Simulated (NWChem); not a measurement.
Molecule: GeHI, singlet; SMILES [GeH][I]

Low-valent species are run as closed-shell singlets; no triplet was tried in these runs. def2 effective core potentials on I; no spin-orbit coupling.

Q: Give the equilibrium geometry at PBE0/def2-SVP with def2 effective core potentials on I (NWChem) as a Z-matrix, with the point group.

A: point group Cs; any orientation.
```
Ge
H 1 1.5987
I 1 2.5505 2 92.89
```
